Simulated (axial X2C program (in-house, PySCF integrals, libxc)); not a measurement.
**What spin–orbit coupling does to TaBr⁻**

All values were computed with an in-house all-electron X2C program for linear molecules (integrals from PySCF). Spin-free means the one-electron spin-free X2C Hamiltonian; two-component (2c) means X2C with spin–orbit coupling and atomic mean-field two-electron Coulomb and Gaunt terms, so the difference of the two also holds small scalar two-electron terms. Basis: Ta dyall-acv3z [14s15p10d7f4g], Br dyall-acv3z [9s10p7d5f1g] (cores contracted in-house); Gaussian nuclei, density fitting, unrestricted open shells. Masses: Ta 180.948 u, Br 78.918 u.

Spin-free state: M_S = 3/2, Λ = 2 (beyond evenly filled blocks: π+α, π-α, δ+α); fragments Ta + Br-.

```json
{"level": "PBE0", "Re (Å)": "2.567", "ωe (cm⁻¹)": "181.3", "De (eV)": "1.749", "μ (D)": "0.36"}
{"level": "PW91", "Re (Å)": "2.547", "ωe (cm⁻¹)": "183.7", "De (eV)": "1.856", "μ (D)": "0.60"}
```

Dipoles are positive if Br is the positive end and refer to the centre of mass.

Two-component determinant lowest at the distance of the search:

Ω = 1/2 (⟨Sz⟩ = -1.44, ⟨Lz⟩ = 1.94 at PBE0); fragments Ta + Br-.

```tsv
level	Re (Å)	ωe (cm⁻¹)	μ (D)
PBE0	2.567	180.6	0.49
PW91	2.547	182.8	0.70
```

(1) From the two tables, how do the constants change at the PBE0 level (2c against spin-free)?

The state is one determinant whose occupation by symmetry is held fixed; it was picked as the lowest of a PBE0 search that is not exhaustive. De is counted from the lowest determinant-based energies of the atoms at the same level, without counterpoise correction. De is not given where an atomic determinant may have missed its ground term or J level, or where the truncated virtual space spoils (T). Density functionals use the spin component along the axis (collinear). Other states lie close and PBE0, whose exact exchange favours high spin, may order them wrongly; the determinant shown need not be the ground state. The nearest other spin-free determinant of the search, M_S = 3/2, Λ = 1, lies 0.005 eV up at the distance of the search. The functionals have no current-density term, which raises determinants with orbital currents, atoms included. With several unpaired electrons one determinant need not be a pure state. At some level and bond length an empty orbital lies below a filled one. The highest occupied level of some functionals is positive through self-interaction error; at Hartree–Fock it is bound.

Answers

(1) At the PBE0 level Re stays the same within 0.001 Å and ωe goes down by 0.7 cm⁻¹.
